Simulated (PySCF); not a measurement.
## Spinor energies of C⁺ (carbon, charge +1)

Start: [He] 2s2 2p1; 2p3/2 filled at m_j = +3/2. Calculated with PySCF 2.14 in an even-tempered Gaussian basis (19 s from 0.06 bohr⁻², ratio 2.4; 11 p from 0.077 bohr⁻², ratio 2.4; 6 d from 0.58 bohr⁻², ratio 2.6; 5 f from 0.87 bohr⁻², ratio 2.6): generalised Hartree-Fock with the X2C-1e Hamiltonian and a Gaussian nucleus; one run each with spin-orbit coupling (SO) screened by Boettger's factors, then bare. This is a chosen level, not necessarily the ground level.

| spinor shell | electrons | ε, screened SO (eV) | ε, bare SO (eV) | weight of nominal j (bare SO) | rms radius, bare SO (bohr) |
| --- | --- | --- | --- | --- | --- |
| 1s1/2 | 2 | -323.87 | -323.87 | 1.000 | 0.311 |
| 2s1/2 | 2 | -31.422 | -31.422 | 1.000 | 1.61 |
| 2p3/2 | 1 | -24.703 | -24.701 | 1.000 | 1.63 |

```tsv
quantity	screened SO	bare SO
E (hartree)	-37.30867	-37.30861
M_J	3/2	3/2
⟨J²⟩	3.756	3.756
⟨L²⟩	2.003	2.003
⟨S²⟩	0.752	0.752
```

Each row is a mean over spinors that exchange with the open shell spreads, by up to 3.700 eV (2s1/2).
